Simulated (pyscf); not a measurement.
Optimised with ωB97X-D3(BJ)/def2-SVP in PySCF.

Question: How much does it cost (ΔH, 298 K, ωB97M-D3(BJ)/def2-TZVP) to split HO–Si(OH)(F)–O–B(Cl)–Cl at its B–O bond into •O–Si(OH)(OH)–F + [Cl–B–Cl]•?

Answer: B–O to •O–Si(OH)(OH)–F + [Cl–B–Cl]•: 152.0 kcal/mol. The 7 functionals that were run give +142.6 (PBE) to +152.3 kcal/mol (M06-2X). The radicals are drawn with the spin at the cut bond; how far it spreads was not checked. Other isomers of •O–Si(OH)(OH)–F were not searched in full and may lie lower.
